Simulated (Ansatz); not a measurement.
Relaxation of CH6Ge (8 atoms, charge 0, multiplicity 1), to a largest force component of 0.03 eV/Å in at most 50 steps.

All numbers below come from Ansatz, RKS B3LYP/def2-SVP.

```xyz
8
Properties=species:S:1:pos:R:3
Ge -0.152 -0.060 -0.940
C 1.477 0.028 1.767
H 0.402 -0.199 1.663
H 1.948 -0.788 2.331
H 1.584 0.979 2.307
H 1.981 0.115 0.787
H -0.989 1.105 -0.225
H -1.038 -1.180 -0.210
```

Q: Where does it end, and by what steps?

A: The run converged. The force dipped under the threshold on the way, but the program's further checks kept it going. After 9 steps the energy has fallen by 0.008 eV; H6 moved furthest, 0.39 Å.

| step | energy less start (eV) | largest force component (eV/Å) | accepted |
| --- | --- | --- | --- |
| 0 | 0.0000 | 0.101 | yes |
| 1 | -0.0011 | 0.042 | yes |
| 2 | -0.0023 | 0.152 | yes |
| 3 | -0.0013 | 0.388 | no |
| 4 | -0.0046 | 0.026 | yes |
| 5 | -0.0065 | 0.091 | yes |
| 6 | -0.0021 | 0.247 | no |
| 7 | -0.0076 | 0.015 | yes |
| 8 | -0.0077 | 0.042 | yes |
| 9 | -0.0079 | 0.023 | yes |

```xyz
8
Properties=species:S:1:pos:R:3
Ge -0.038 -0.025 -0.976
C 1.396 0.023 1.796
H 0.333 -0.151 2.004
H 1.994 -0.802 2.206
H 1.710 0.981 2.232
H 1.599 0.066 0.704
H -0.915 1.096 -0.239
H -0.866 -1.188 -0.247
```

Time of the run: 19 s on 1 thread of Arm Neoverse V2, on a shared host, peak memory 0.14 GiB.
